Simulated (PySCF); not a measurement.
Ionisation energy of La²⁷⁺ by level of theory

La²⁷⁺ [Ar] 3d10 4s2 → La²⁸⁺ [Ar] 3d10 4s1 [4s1/2^1, M_J = 1/2], as a difference of total energies. Calculation: PySCF 2.14, in an even-tempered Gaussian basis (17 s from 2.3 bohr⁻², ratio 2.8; 13 p from 2.9 bohr⁻², ratio 2.8; 8 d from 5.2 bohr⁻², ratio 2.8; 4 f from 13 bohr⁻², ratio 3); the two-component X2C-1e Hamiltonian. Correlated levels: [Ne] frozen; the 74 highest virtual spinors dropped. "Screened" scales the spin-orbit matrix elements by Boettger's factors to mimic the two-electron term; Breit and QED terms are absent.

```tsv
method	ionisation energy (eV)
GHF (spin-free)	989.75
GMP2 (spin-free)	992.27
GHF (screened spin-orbit)	989.69
GMP2 (screened spin-orbit)	992.23
```

Q: How much does correlation contribute at GMP2 (screened spin-orbit)?

A: 992.23 − (989.69) = 2.54 eV, measured against GHF (screened spin-orbit).

Breit and QED terms and the two-electron picture change are absent.

For comparison: 995 ± 4 eV (theoretical estimate listed by NIST; NIST Atomic Spectra Database, ionization energies).
